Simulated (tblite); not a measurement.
C₂H₇N, charge +1, doublet, geometry from GFN2-xTB (a state made from the parent by changing its charge; the spin is typed, not shown lowest); tblite 0.6.0 with GFN1-xTB.

Here is a job for tblite.
```
$ tblite run mol.xyz --method gfn1 --charge 1 --spin 1 --guess eeq --json tblite.json --no-restart

# file mol.xyz
10

C      1.16462032     0.49450601     0.01295376
C      0.05101631    -0.49634506    -0.14504533
N     -1.22392597    -0.02923642     0.12425339
H      2.12232609     0.03717846    -0.21925933
H      1.02729538     1.35887726    -0.64090065
H      1.20823305     0.88895655     1.03080842
H      0.25043837    -1.41179642     0.46113189
H      0.07477930    -0.95558498    -1.16180745
H     -2.03205693    -0.63143980     0.04244100
H     -1.37735325     0.92949821     0.41036181
```

Q: Write the output that tblite gives for this input, abridged.

A: 
```
xTB calculator
 | screened Coulomb repulsion
 | Coulomb electrostatics
 |  * isotropic Klopman-Ohno-Mataga-Nishimoto electrostatics
 |  * onsite third-order electrostatics
 | DFT-D3(BJ) dispersion correction

halogen bonding energy    0.0000000000000E+00 Eh
repulsion energy          1.4583772316048E-01 Eh
dispersion energy        -2.1922300975013E-03 Eh
number of electrons       1.9000000000000E+01 e
integral cutoff           1.9731147476801E+01 bohr

------------------------------------------------------------
  cycle        total energy    energy error   density error
------------------------------------------------------------
      1     -10.61649059204  -1.0760136E+01   4.8978099E-01
      2     -10.67187416979  -5.5383578E-02   2.9026301E-01
      3     -10.67255970788  -6.8553809E-04   9.0050548E-02
      4     -10.67314654812  -5.8684024E-04   1.1120516E-02
      5     -10.67330768651  -1.6113840E-04   4.8631181E-03
      6     -10.67331111474  -3.4282301E-06   3.4733978E-03
      7     -10.67333971183  -2.8597092E-05   1.5449840E-04
      8     -10.67333978033  -6.8493994E-08   3.1150305E-05
      9     -10.67333978181  -1.4825243E-09   1.1445135E-05
------------------------------------------------------------

electronic energy        -1.0816985274874E+01 Eh
total energy             -1.0673339781811E+01 Eh

Post processing:
 | Mayer-Wiberg bond orders

[Info] JSON dump of results written to 'tblite.json'
```
